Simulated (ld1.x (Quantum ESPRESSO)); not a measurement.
**As (Z = 33), TM: configuration errors across variants**

ld1.x (Quantum ESPRESSO) 7.5 input, shortened:

```
&input
   title='As', zed=33., rel=2, dft='PBE', iswitch=3,
   config='[Ar] 3d10 4s2 4p0 4d-2', rel_dist='average'
 /
 &inputp
   pseudotype=2, tm=.true., lloc=0,
   nlcc=.false.
 /
3
4P  2  1   0.00   0.00  1.45  1.45  0.0
4D  3  2  -2.00  -0.05  1.35  1.35  0.0
4S  1  0   2.00   0.00  1.50  1.50  0.0
 &test
   configts(1)='4s2 4p0'
 /
```

Open shells are filled in proportion to 2j + 1 (rel_dist='average').

All-electron excitation energies from the reference (eV): (1) 4s2 4p3 -54.782; (2) 4s2 4p2 -45.630; (3) 4s2 4p1 -27.708; (4) 4s1 4p3 -35.528; (5) 4s1 4p4 -45.370; (6) 4s2 4p2.5 -51.225; (7) 4s1 4p0 50.646.

A true bound ghost makes a file unfit for plane-wave use even where its test errors are small: the radial tests pick states by their node count and pass the ghost by.

Errors AE − PS in meV (a dash: test not solved or not reliable):

| change | (1) | (2) | (3) | (4) | (5) | (6) | (7) | bound ghosts |
| --- | --- | --- | --- | --- | --- | --- | --- | --- |
| base | +101 | +73 | +33 | +94 | +122 | +88 | +159 | p3/2, p1/2, d5/2, d3/2 |
| core correction a·sin(br)/r model core inside 0.52 bohr | -95 | -63 | -22 | -36 | -63 | -82 | -80 | p3/2, p1/2, d5/2, d3/2 |
| core correction a·sin(br)/r model core inside 0.72 bohr | -95 | -63 | -22 | -36 | -63 | -82 | -80 | p3/2, p1/2, d5/2, d3/2 |
| core correction a·sin(br)/r model core inside 0.82 bohr | -95 | -63 | -22 | -36 | -63 | -82 | -80 | p3/2, p1/2, d5/2, d3/2 |
| core correction a·sin(br)/r model core inside 1.10 bohr | -94 | -63 | -22 | -36 | -62 | -81 | -77 | p3/2, p1/2, d5/2, d3/2 |
| core correction a·sin(br)/r model core inside 1.18 bohr | -93 | -62 | -22 | -36 | -62 | -80 | -74 | p3/2, p1/2, d5/2, d3/2 |
| core correction a·sin(br)/r model core inside 1.38 bohr | -86 | -57 | -19 | -31 | -55 | -74 | -59 | p3/2, p1/2, d5/2, d3/2 |
| core correction a·sin(br)/r model core inside 1.48 bohr | -89 | -58 | -20 | -29 | -54 | -76 | -51 | p3/2, p1/2, d5/2, d3/2 |
| core correction a·sin(br)/r model core inside 1.66 bohr | -105 | -67 | -21 | -36 | -67 | -88 | -32 | p3/2, p1/2, d5/2, d3/2 |

Give the same row for: core correction a·sin(br)/r model core inside 0.92 bohr.

-95, -63, -22, -36, -63, -82, -80; bound ghosts: p3/2, p1/2, d5/2, d3/2.
